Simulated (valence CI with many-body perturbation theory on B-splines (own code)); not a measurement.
# Level structure of Ta⁺

Calculated by configuration interaction combined with many-body perturbation theory (CI+MBPT): four valence electrons over a frozen Dirac-Fock core [Xe] 4f14, radial functions for each j: 9 s, 9 p, 10 d, 8 f, 5 g, 3 h, 1 i, with the one-electron correlation potential Σ1, the two-electron term Σ2, the three-electron term Σ3, Breit, model QED; selected CI, second order for the rest, scaled by the run's own slope (own B-spline code, finite nucleus).

Set against measurement, 11 paired levels are off by 281 cm⁻¹ on average, the worst by 824. These come from a selection out of the NIST Handbook of Basic Atomic Spectroscopic Data. Levels without a partner in it may be off by more, other configurations by 1,000 to 4,000 cm⁻¹. Among the levels kept, up to 460 cm⁻¹ of a level comes from second order outside the variational space, and about a tenth of that is noise between levels of different J, which matters for small intervals. 2 measured levels below the end of the list, from 4125 cm⁻¹ on, found no clear computed partner.

Levels 1 to 45 of 63, with energies above the lowest level, 5d³6s ⁵F_1. "Leading %" is the weight of the configuration and term that name the level; weights of strongly mixed levels are sums over their largest components and can fall short. In the jj column 3d3/2^4 stands for four electrons in 3d with j = 3/2.

| No. | Configuration | Term | J | E (cm⁻¹) | Leading % | Second component | Leading jj | g |
| --- | --- | --- | --- | --- | --- | --- | --- | --- |
| 1 | 5d³6s | ⁵F | 1 | 0.0 | 92 | 5 % 5d³6s ³D | 5d3/2^3 6s (53 %) | 0.031 |
| 2 | 5d³6s | ⁵F | 2 | 1023 | 92 |  | 5d3/2^2 5d5/2 6s (52 %) | 1.007 |
| 3 | 5d³6s | ⁵F | 3 | 2600 | 95 |  | 5d3/2^2 5d5/2 6s (70 %) | 1.247 |
| 4 | 5d²6s² | ³F | 2 | 4004 | 67 | 9 % 5d²6s² ¹D | 5d3/2^2 6s^2 (75 %) | 0.760 |
| 5 | 5d³6s | ³P | 0 | 4343 | 41 | 27 % 5d²6s² ³P | 5d3/2^2 5d5/2 6s (33 %) |  |
| 6 | 5d³6s | ⁵F | 4 | 4364 | 94 |  | 5d3/2 5d5/2^2 6s (62 %) | 1.340 |
| 7 | 5d³6s | ³P | 1 | 5615 | 41 | 25 % 5d²6s² ³P | 5d3/2^2 5d5/2 6s (40 %) | 1.553 |
| 8 | 5d³6s | ³P | 2 | 6064 | 31 | 17 % 5d²6s² ³P | 5d3/2 5d5/2 6s^2 (29 %) | 1.325 |
| 9 | 5d³6s | ⁵F | 5 | 6142 | 89 | 8 % 5d³6s ³G | 5d3/2 5d5/2^2 6s (50 %) | 1.381 |
| 10 | 5d²6s² | ³F | 3 | 7542 | 75 | 8 % 5d⁴ ³F | 5d3/2 5d5/2 6s^2 (75 %) | 1.082 |
| 11 | 5d³6s | ³F | 2 | 9780 | 39 | 15 % 5d³6s ⁵P | 5d3/2^2 5d5/2 6s (67 %) | 1.011 |
| 12 | 5d²6s² | ³F | 4 | 10318 | 57 | 11 % 5d⁴ ³F | 5d5/2^2 6s^2 (33 %) | 1.226 |
| 13 | 5d³6s | ⁵P | 1 | 10818 | 78 | 10 % 5d⁴ ⁵D | 5d3/2^2 5d5/2 6s (42 %) | 2.298 |
| 14 | 5d⁴ | ⁵D | 0 | 11589 | 78 | 8 % 5d²6s² ³P | 5d3/2^2 5d5/2^2 (46 %) |  |
| 15 | 5d³6s | ³G | 3 | 11818 | 48 | 29 % 5d³6s ³F | 5d3/2^2 5d5/2 6s (68 %) | 0.923 |
| 16 | 5d³6s | ⁵P | 2 | 12069 | 52 | 16 % 5d³6s ³F | 5d3/2 5d5/2^2 6s (42 %) | 1.487 |
| 17 | 5d⁴ | ⁵D | 1 | 12399 | 76 | 10 % 5d³6s ⁵P | 5d3/2^3 5d5/2 (45 %) | 1.579 |
| 18 | 5d³6s | ⁵P | 3 | 12655 | 90 |  | 5d3/2 5d5/2^2 6s (62 %) | 1.624 |
| 19 | 5d³6s | ³G | 4 | 12890 | 45 | 20 % 5d³6s ³H | 5d3/2^2 5d5/2 6s (60 %) | 1.044 |
| 20 | 5d⁴ | ⁵D | 2 | 13165 | 80 | 4 % 5d³6s ³F | 5d3/2^2 5d5/2^2 (58 %) | 1.408 |
| 21 | 5d³6s | ¹G | 4 | 13290 | 41 | 21 % 5d²6s² ¹G | 5d3/2^2 5d5/2 6s (44 %) | 1.027 |
| 22 | 5d²6s² | ¹D | 2 | 13961 | 20 | 16 % 5d³6s ³F | 5d5/2^2 6s^2 (23 %) | 1.164 |
| 23 | 5d⁴ | ⁵D | 3 | 14242 | 57 | 19 % 5d³6s ³G | 5d3/2^2 5d5/2^2 (45 %) | 1.260 |
| 24 | 5d³6s | ³G | 5 | 14298 | 51 | 31 % 5d³6s ³H | 5d3/2^2 5d5/2 6s (58 %) | 1.151 |
| 25 | 5d³6s | ³F | 3 | 14711 | 33 | 33 % 5d⁴ ⁵D | 5d3/2 5d5/2^2 6s (47 %) | 1.188 |
| 26 | 5d³6s | ³D | 1 | 14935 | 39 | 18 % 5d³6s ³P | 5d3/2^2 5d5/2 6s (32 %) | 0.945 |
| 27 | 5d⁴ | ⁵D | 4 | 15279 | 47 | 14 % 5d³6s ³F | 5d3/2 5d5/2^3 (20 %) | 1.293 |
| 28 | 5d³6s | ³P | 0 | 15999 | 41 | 25 % 5d⁴ ³P | 5d3/2 5d5/2^2 6s (27 %) |  |
| 29 | 5d⁴ | ⁵D | 4 | 16621 | 34 | 33 % 5d³6s ³H | 5d3/2 5d5/2^2 6s (44 %) | 1.124 |
| 30 | 5d³6s | ³D | 1 | 17236 | 35 | 30 % 5d³6s ³P | 5d3/2 5d5/2^2 6s (57 %) | 1.098 |
| 31 | 5d³6s | ³D | 2 | 17409 | 51 | 12 % 5d³6s ³P | 5d3/2 5d5/2^2 6s (43 %) | 1.238 |
| 32 | 5d³6s | ³H | 6 | 18039 | 85 | 12 % 5d⁴ ³H | 5d3/2 5d5/2^2 6s (85 %) | 1.166 |
| 33 | 5d³6s | ³H | 5 | 18096 | 50 | 24 % 5d³6s ³G | 5d3/2 5d5/2^2 6s (44 %) | 1.092 |
| 34 | 5d³6s | ³F | 4 | 18283 | 34 | 15 % 5d²6s² ¹G | 5d5/2^3 6s (48 %) | 1.132 |
| 35 | 5d³6s | ³P | 2 | 18292 | 44 | 24 % 5d⁴ ³P | 5d3/2 5d5/2^2 6s (26 %) | 1.418 |
| 36 | 5d³6s | ³D | 3 | 18678 | 72 | 12 % 5d⁴ ³D | 5d3/2 5d5/2^2 6s (50 %) | 1.329 |
| 37 | 5d⁴ | ³H | 4 | 22611 | 36 | 17 % 5d³6s ³H | 5d3/2^3 5d5/2 (42 %) | 0.942 |
| 38 | 5d⁴ | ³F | 2 | 22868 | 40 | 39 % 5d³6s ³F | 5d3/2 5d5/2^2 6s (25 %) | 0.705 |
| 39 | 5d³6s | ³F | 3 | 23559 | 38 | 32 % 5d⁴ ³F | 5d3/2 5d5/2^2 6s (34 %) | 1.044 |
| 40 | 5d²6s² | ¹D | 2 | 23893 | 28 | 21 % 5d³6s ¹D | 5d3/2 5d5/2^2 6s (26 %) | 1.093 |
| 41 | 5d³6s | ¹P | 1 | 23951 | 61 | 16 % 5d²6s² ³P | 5d3/2 5d5/2^2 6s (25 %) | 1.112 |
| 42 | 5d³6s | ³P | 0 | 24187 | 45 | 19 % 5d²6s² ³P | 5d3/2^2 5d5/2 6s (27 %) |  |
| 43 | 5d⁴ | ³H | 4 | 24317 | 26 | 19 % 5d³6s ³F | 5d3/2^2 5d5/2^2 (26 %) | 1.059 |
| 44 | 5d³6s | ¹H | 5 | 24404 | 90 |  | 5d3/2 5d5/2^2 6s (75 %) | 1.009 |
| 45 | 5d⁴ | ³H | 5 | 24558 | 70 | 15 % 5d³6s ³H | 5d3/2^2 5d5/2^2 (68 %) | 1.054 |

Names give the largest LS component (configuration and term), which can be under half, so a name can repeat, a term be missing and a line seem to break the LS rules; names also repeat where a configuration has a term twice.

Where two levels of one J and parity lie close, their mixing, g and order are uncertain.

The ionisation energy to 5d³ ⁴F3/2 of the next ion comes out as 14.903 eV (NIST: 16.2 ± 0.5 eV (semi-empirical), further off than twice its uncertainty). All 63 levels together are meant to be complete up to 32179 cm⁻¹.
